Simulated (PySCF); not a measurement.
Compound: C₄H₁₁NSi₂.
Atom-mapped SMILES: `[CH3:1]/[N:2]=[CH:3]/[SiH:4]1[CH2:5][SiH2:6][CH2:7]1` (hydrogens: H8, H9, H10 on C1; H11 on C3; H12 on Si4; H13, H14 on C5; H15, H16 on Si6; H17, H18 on C7)

Method used: PBE0-D3(BJ)/def2-SVP geometry optimisation, gas phase in PySCF 2.14.0.

**Question.** Give the optimised bond lengths and angles.

**Answer.** 
| bond | length (pm) |
| --- | --- |
| C1–N2 | 143.5 |
| N2=C3 | 127.1 |
| C3–Si4 | 189.2 |
| Si4–C5 | 189.3 |
| C5–Si6, Si6–C7 | 190.6 |
| Si4–C7 | 190.8 |
| C1–H8, C1–H9, C1–H10 | 110.5 |
| C3–H11 | 111.6 |
| Si4–H12 | 149.8 |
| C5–H13, C7–H17 | 110.1 |
| C5–H14, C7–H18 | 110.0 |
| Si6–H15 | 149.6 |
| Si6–H16 | 149.7 |

Bonds in one row agree within 1 pm and their mean is given. A selection of angles:
| angle | degrees |
| --- | --- |
| N2–C1–H8 | 109.3 |
| N2–C1–H10 | 113.9 |
| H8–C1–H9 | 106.2 |
| H8–C1–H10 | 109.0 |
| C1–N2–C3 | 119.5 |
| N2–C3–Si4 | 118.8 |
| N2–C3–H11 | 120.4 |
| Si4–C3–H11 | 120.7 |
| C3–Si4–C5 | 110.5 |
| C3–Si4–H12 | 109.7 |
| C5–Si4–C7 | 92.6 |
| C5–Si4–H12 | 117.3 |
| C7–Si4–H12 | 114.4 |
| Si4–C5–Si6 | 87.8 |
| Si4–C5–H13 | 110.5 |
| Si4–C5–H14 | 116.9 |
| Si6–C5–H13 | 114.9 |
| Si6–C5–H14 | 115.8 |
| H13–C5–H14 | 109.6 |
| C5–Si6–C7 | 92.3 |
| C5–Si6–H15 | 114.2 |
| C5–Si6–H16 | 113.9 |
| H15–Si6–H16 | 108.7 |
| Si6–C7–H18 | 114.4 |
| Si4–C7–H17 | 115.4 |
| Si4–C7–H18 | 114.9 |
| H17–C7–H18 | 108.4 |

Dihedral angles: C1–N2–C3–Si4 178° (antiperiplanar); N2–C3–Si4–C5 8° (synperiplanar); C3–Si4–C5–Si6 -111° (anticlinal); Si4–C5–Si6–C7 -3° (synperiplanar); C5–Si6–C7–Si4 2° (synperiplanar); C3–Si4–C7–Si6 111° (anticlinal). The mirror-image conformer, all signs reversed, is as good.

Si4 (SiH silicon) has angles from 92.6° to 117.3°. The 4-membered ring Si4–C5–Si6–C7 has internal angles of 87.2° to 92.6°; it is almost planar, 0.02 Å rms from its mean plane, widest ring torsion 3°. The 2 C–N bonds span 1.271 Å (N2=C3, drawn double) to 1.435 Å (C1–N2, drawn single), a spread of 0.164 Å. Si6 (SiH2 silicon) has angles from 92.3° to 114.2°. Of the pairs four or more bonds apart, H10···H11 is among the closest relative to their van der Waals radii: 2.22 Å, 92 % of the sum of Bondi's values. N2 (C=N nitrogen) is bent (angle 119.5°).

Point group: C1 (no symmetry element, even within 0.4 Å). PBE0-D3(BJ)/def2-SVP frequencies: not computed here. The numbers are those of one conformer.
